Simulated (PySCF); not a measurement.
# Magnetisability: `C(C)B(Br)NC1CC1`, C5H11BBrN

Geometry:
```
atom   x (Å)   y (Å)   z (Å)
  C1  -3.021   0.466  -0.128
  C2  -1.595   0.268   0.392
  B3  -0.781  -0.918  -0.284
 Br4  -1.615  -2.191  -1.427
  N5   0.578  -1.081  -0.067
  C6   1.410  -0.252   0.753
  C7   2.032   0.984   0.162
  C8   2.881  -0.207   0.494
  H9  -3.506   1.297   0.379
 H10  -3.620  -0.429   0.035
 H11  -3.014   0.675  -1.197
 H12  -1.639   0.100   1.474
 H13  -1.041   1.204   0.268
 H14   1.084  -1.830  -0.523
 H15   1.071  -0.193   1.782
 H16   2.112   1.866   0.778
 H17   1.838   1.190  -0.879
 H18   3.550  -0.146   1.337
 H19   3.266  -0.794  -0.327
```

The calculation used GIAO PBE0/pcSseg-1 magnetisability, rotational g tensor and spin-rotation constants, non-relativistic, gas phase (PySCF 2.14.0). Geometry: GFN2-xTB.

The calculation is non-relativistic, which matters for the atoms heavier than Zn.

(1) How diamagnetic is it, and how anisotropic?

(2) Split it along the inertial axes a, b, c into diamagnetic and paramagnetic parts about the centre of mass, with the quadrupole moment.

(3) And the rotational g tensor?

Answers

(1) Isotropic -1792 × 10⁻³⁰ J/T², or -107.9 × 10⁻⁶ cm³/mol; principal values -1912, -1786, -1678 × 10⁻³⁰ J/T², anisotropy 202 × 10⁻³⁰ J/T² (root of half the summed squared differences of the principal values). The susceptibility is in cgs units.

(2) 
| axis | χ (10⁻⁶ cm³/mol) | diamagnetic (10⁻⁶ cm³/mol) | paramagnetic (10⁻⁶ cm³/mol) | summed x² of all electrons (Å²) | quadrupole Θ (D Å) |
| --- | --- | --- | --- | --- | --- |
| a | -110.9 | -707.3 | 596.3 | 378.5 | +1.59 |
| b | -102.5 | -1725.4 | 1622.9 | 138.6 | +0.40 |
| c | -110.4 | -2193.9 | 2083.5 | 28.1 | -1.99 |

Anisotropies 2χaa − χbb − χcc = -9.1 and 2χbb − χaa − χcc = +16.3 × 10⁻⁶ cm³/mol. Θ is traceless in Buckingham's convention.

(3) 
| axis | rotational constant (GHz) | g | nuclear part | electronic part |
| --- | --- | --- | --- | --- |
| a | 2.1500 | +0.0015 | 0.6038 | -0.6023 |
| b | 0.7162 | -0.0021 | 0.5440 | -0.5461 |
| c | 0.5625 | +0.0008 | 0.5514 | -0.5506 |

Asymmetric top; isotopes 11B, 79Br, 12C, 1H, 14N; no vibrational averaging.
